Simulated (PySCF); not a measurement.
Al(H)(Me)(OEt) (C3H9AlO), SMILES [AlH]([O]CC)[CH3].

Coordinates come from a PBE0-D3(BJ)/def2-SVP optimisation. The structure was generated by enumeration; whether it is a known compound was not checked. Other conformers were not sampled.

Vertical ionisation energy (IE) and electron affinity (EA) in eV. Rows of orbital energies are one-electron estimates. Where ΔSCF, EOM or ADC give a negative EA the extra electron is unbound and the value depends on the basis.

```tsv
level	IE	EA
−ε(HOMO), −ε(LUMO), HF/def2-TZVP (PySCF)	11.04	-2.10
−ε(HOMO), −ε(LUMO), PBE/def2-TZVP (PySCF)	6.30	1.26
```
